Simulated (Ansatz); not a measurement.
Species: CH$_{8}$Si$_{3}$, SMILES `C=[Si]([SiH3])[SiH3]` (charge 0, multiplicity 1).

### Question
Give a relaxed geometry from Ansatz (an electronic-structure program) with PBE0-D3(BJ)/def2-TZVP.

### Answer
the end point of this relaxation (outside a Z-matrix the atoms follow the SMILES, hydrogens last).
Z-matrix (Å, degrees):
```
Si
C 1 1.7147
H 2 1.0850 1 122.41
H 2 1.0850 3 115.20 1 180.00
Si 1 2.3272 2 118.90 3 -180.00
H 5 1.4862 1 108.72 2 0.26
H 5 1.4876 6 109.47 1 120.91
H 5 1.4876 6 109.47 7 118.19
Si 1 2.3272 2 118.91 3 -0.01
H 9 1.4862 1 108.72 2 0.28
H 9 1.4876 10 109.47 1 -120.90
H 9 1.4876 10 109.47 11 -118.19
```
